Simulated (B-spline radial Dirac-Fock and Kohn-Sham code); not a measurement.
Kohn-Sham estimates against Dirac-Fock for the levels of Sm³⁸⁺

System: Sm³⁸⁺ in the configuration 1s2 2s2 2p6 3s2 3p6 3d6.

The density-functional columns are spherical, spin-unpolarised Dirac-Kohn-Sham results without Breit or QED terms: −ε is minus the orbital energy of the initial state and ΔSCF the difference of two total energies. The reference in the last column comes from Dirac-Fock ΔSCF + Breit + QED. All numbers are from an atomic code on a B-spline grid, in eV; a selection of levels is shown. The Kohn-Sham columns are given as differences from the reference. For the 1s level of heavy atoms much of the gap between ΔSCF and the reference is the Breit and QED part, -194.9 eV here; for other levels the error of the functional can be larger.

```
level  LDA −ε − DF  LDA ΔSCF − DF  Dirac-Fock
    K       -289.4         +183.5     48754.3
   L1       -159.0          -49.4      9604.9
   L2       -122.4           +9.5      9188.9
   L3       -128.1           -6.2      8586.9
   M1        -76.3          -29.5      3383.2
   M2        -57.1           -8.1      3208.9
   M3        -57.4          -10.4      3071.8
 M4,5        -51.0           +2.0      2793.6
```

Values without a named source are computed, but for edge energies of neutral atoms, which are taken from tables.
